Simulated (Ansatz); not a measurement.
Molecule: C$_{3}$H$_{10}$O$_{2}$Si, charge 0, multiplicity 1. 
Coordinates optimised at B3LYP-D3(BJ)/def2-TZVP (Ansatz, a first-principles code):
```
Si
O 1 1.6472
C 2 1.4171 1 123.59
H 3 1.0899 2 108.15 1 -180.00
H 3 1.0949 4 108.64 2 -120.96
H 3 1.0949 4 108.64 5 -118.07
H 1 1.4887 2 110.14 3 59.00
H 1 1.4887 7 107.16 2 119.81
C 1 1.8689 7 111.28 8 121.86
H 9 1.0938 1 108.38 7 62.54
H 9 1.0938 10 106.74 1 -116.55
C 9 1.5161 10 109.35 11 -118.19
H 12 1.0974 9 110.26 10 -62.39
H 12 1.0974 13 107.61 9 120.29
O 12 1.4281 13 110.21 14 120.20
H 15 0.9631 12 108.75 13 -59.31
```

Basis-set convergence of Hartree-Fock and MP2 correlation energies (hartree) with Ansatz. Correlated levels leave the core frozen unless marked. No spin-orbit coupling. No relativistic terms.

```json
[
 {"basis": "aug-cc-pV(D+d)Z", "functions": "237", "E(HF)": "-558.15279", "E(corr, MP2)": "-0.95180"},
 {"basis": "aug-cc-pV(T+d)Z", "functions": "515", "E(HF)": "___", "E(corr, MP2)": "___"}
]
```

Fill in the missing entries.


- aug-cc-pV(T+d)Z, E(HF): -558.23852
- aug-cc-pV(T+d)Z, E(corr, MP2): -1.14969
